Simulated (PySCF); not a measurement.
# From a computed spectrum to the compound

A species of 5 atoms with charge 0 has these harmonic modes (PBE0, small Gaussian bases with core potentials, PySCF 2.14.0):

| cm⁻¹ | km/mol | symmetry |
| --- | --- | --- |
| 68 | 15.8 | a1 |
| 435 | 111.9 | b2 |
| 451 | 303.9 | b1 |
| 458 | 218.1 | a1 |
| 463 | 0.0 | a2 |
| 519 | 140.9 | b2 |
| 535 | 35.9 | a1 |
| 3979 | 58.3 | b2 |
| 3979 | 18.1 | a1 |

**Question.** Which species is it, and in which structure?

**Answer.** Dy(OH)2 (singlet in the valence; each metal's 4f electrons, 10 of them, lie in its core potential, out of spins and levels):
```xyz
5

Dy    0.0000    0.0000   -0.1309
O     2.0130   -0.0401    0.6022
H     2.8398   -0.0566    1.0863
O    -2.0130    0.0401    0.6022
H    -2.8398    0.0566    1.0863
```
Ideal gas at 298.15 K and 1 bar: S = 320.4 J/(mol K), Cp = 74.2 J/(mol K), H − H(0 K) = 15.8 kJ/mol (rigid rotor, harmonic modes, spin degeneracy alone, that of the 4f electrons in the core included). An lcecp potential fixes the number of 4f electrons, so in runs with it no electron can move into or out of that shell; real Dy(II) is rare or takes another configuration.
 This is one of several that fit.
